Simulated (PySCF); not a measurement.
H3O3Si, SMILES [Si](O)(O)O, multiplicity 2.

Coordinates come from a PBE-D3(BJ)/def2-SVP optimisation. The isomer is the one that the SMILES or the coordinates give; other isomers of the formula were not compared. Other conformers were not sampled.

Two levels are set side by side: PBE/def2-TZVPD (PySCF) and M06-2X/def2-TZVPD (PySCF). Same geometry, gas phase. Differences are taken from unrounded values.

```
quantity                     M06-2X   PBE  PBE minus M06-2X
---------------------------  ------  ----  ----------------
α-spin orbital gap (eV)        7.42  4.25             -3.17
β-spin orbital gap (eV)        8.73  4.67             -4.07
dipole moment (D)              2.23  1.73             -0.50
mean polarisability (bohr³)    42.0  47.7               5.7
```

PBE's more diffuse valence density responds more strongly to a field. Differences between two approximate levels are no errors against the true value.

Rough cost on one machine, each run with all the roots and properties that it gave: M06-2X against PBE within a factor of 2.
